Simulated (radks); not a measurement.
The numbers below are computed, except where a source is named.
Q: O3+, configuration [He] 2s1.5 2p1 3s0.5 (fractional occupations, a model configuration). Code: a radial shooting solver on a logarithmic mesh with Libxc functionals. Model: non-relativistic Kohn-Sham, PW91, spin-polarised, spherical densities, point nucleus; open shells are filled with parallel spins first. Some entries of the table are withheld. Estimate them.

| orbital | occ. | eigenvalue (hartree) | r(max) (bohr) |
|---|---|---|---|
| 1s up | 1 | (1) | 0.1292 |
| 1s down | 1 | (2) | 0.1292 |
| 2s up | 1 | -3.18898 | (3) |
| 2s down | 0.5 | -2.98612 | (4) |
| 2p up | 1 | (5) | 0.6867 |
| 2p down | 0 | (6) | 0.6906 |
| 3s up | 0.5 | -1.01807 | 2.383 |

A: 
(1) 1s up eigenvalue (hartree): -21.91101
(2) 1s down eigenvalue (hartree): -21.84061
(3) 2s up r(max) (bohr): 0.7944
(4) 2s down r(max) (bohr): 0.8013
(5) 2p up eigenvalue (hartree): -2.67322
(6) 2p down eigenvalue (hartree): -2.47292
